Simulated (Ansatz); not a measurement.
H₆FN₃Si, singlet, at a GFN2-xTB geometry; SC-NEVPT2/STO-3G, CASSCF(4,5) in Ansatz (a first-principles code).

Input for Ansatz:
Ansatz 0.2 input:
```yaml
crystal:
  periodic: [false, false, false]
  atoms:
    - {symbol: N, position_ang: [-1.00724228, -0.99688349, 0.98975073]}
    - {symbol: Si, position_ang: [-0.00575575, -0.00780284, -0.00185603]}
    - {symbol: N, position_ang: [0.61312638, -0.82986838, -1.38140093]}
    - {symbol: N, position_ang: [-0.69340431, 1.44067650, -0.61299095]}
    - {symbol: F, position_ang: [1.13099764, 0.48521643, 1.04232761]}
    - {symbol: H, position_ang: [-0.57030209, -1.52959510, 1.72318767]}
    - {symbol: H, position_ang: [-1.74182035, -1.53263075, 0.56097203]}
    - {symbol: H, position_ang: [1.10035778, -0.28563806, -2.07351480]}
    - {symbol: H, position_ang: [1.07952115, -1.71167109, -1.24793684]}
    - {symbol: H, position_ang: [-1.37833767, 1.37042804, -1.34499962]}
    - {symbol: H, position_ang: [-0.97517563, 2.13392642, 0.05981543]}
basis:
  gaussian:
    orbitals: STO-3G
magnetization: {spin_polarized: false}
correlation: {method: sc_nevpt2, electrons: all, active_space: {window: {electrons: 4, orbitals: 5}}}
```

It wrote (shortened):

```
Functional definition: HF
454 factors; integrals over basis functions are off by at most 3.1e-5 eV
mean field evaluation 1: about -14921.0702 eV, gradient 2.5e1 eV
mean field evaluation 2: about -14921.1889 eV, gradient 2.6e1 eV
mean field evaluation 4: about -14923.5759 eV, gradient 1.2e0 eV
mean field evaluation 8: about -14923.5850 eV, gradient 1.3e-5 eV
mean field -14923.58502019 eV, -548.4316339229 hartree, gradient 1.3e-6 eV, S^2 0.000000; 0 other end points of the search recorded, 0 dependent functions left out
reference -14923.58502019 eV, -548.4316339229 hartree; 25, 25 occupied and 10, 10 virtual orbitals, 454 factors
state -14924.45756851 eV, -548.4636994819 hartree
state -14924.45756851 eV, -548.4636994819 hartree; corrected -14928.56115266 eV, -548.6145034181 hartree
state -14924.31067969 eV, -548.4583014175 hartree
state -14924.31067969 eV, -548.4583014175 hartree; corrected -14928.49904147 eV, -548.6122208740 hartree
state -14924.45756851 eV, -548.4636994819 hartree; corrected -14928.56115266 eV, -548.6145034181 hartree
state -14924.17198842 eV, -548.4532046072 hartree
state -14924.17198842 eV, -548.4532046072 hartree; corrected -14928.43584775 eV, -548.6098985476 hartree
state -14924.45756851 eV, -548.4636994819 hartree; corrected -14928.56115266 eV, -548.6145034181 hartree
2 active orbitals were swapped for others, from the solution at -14924.31064657 eV, -548.4583002005 hartree to that at -14924.45754038 eV, -548.4636984484 hartree; typed "places" are swapped only where nearly empty or full, and so, without "given_window_search", are "orbital_numbers", "shells" and a window whose orbitals a file names under [Active]
Total energy: -14928.56115266 eV, -548.6145034181 hartree
```
